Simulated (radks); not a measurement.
All-electron atom: Bi II in [Xe] 4f13.5 5d10 6s2 6p2.5 (fractional occupations, a model configuration). Calculated with a radial shooting solver on a logarithmic mesh with Libxc functionals: scalar-relativistic Kohn-Sham, LDA (Slater exchange, Perdew-Wang correlation), spin-polarised, spherical densities, point nucleus; open shells are filled with parallel spins first (spin-orbit coupling, left out, can overturn this in heavy ions).

Normalised radial functions P(r) = r R(r), r in bohr:

r,5p up
0.0007027,0.0018
0.0009524,0.0029
0.001291,0.0048
0.001749,0.0079
0.002371,0.0129
0.003239,0.0214
0.004389,0.0346
0.005949,0.0553
0.008062,0.0868
0.01093,0.1320
0.01481,0.1921
0.02007,0.2614
0.0272,0.3207
0.03686,0.3308
0.04996,0.2376
0.06771,0.0079
0.0925,-0.3049
0.1254,-0.4703
0.1699,-0.2493
0.2303,0.3121
0.3121,0.6832
0.4229,0.3209
0.5732,-0.5757
0.7768,-1.1905
1.053,-1.0711
1.427,-0.5651
1.949,-0.1726
2.642,-0.0302
3.58,-0.0025
4.852,-0.0001
6.576,0.0000
8.912,0.0000

5p up: eigenvalue -108.74 eV, 3 radial nodes at r = 0.0683, 0.197, 0.475 bohr, <r> = 0.939 bohr, 90 % of the charge inside 1.35 bohr.
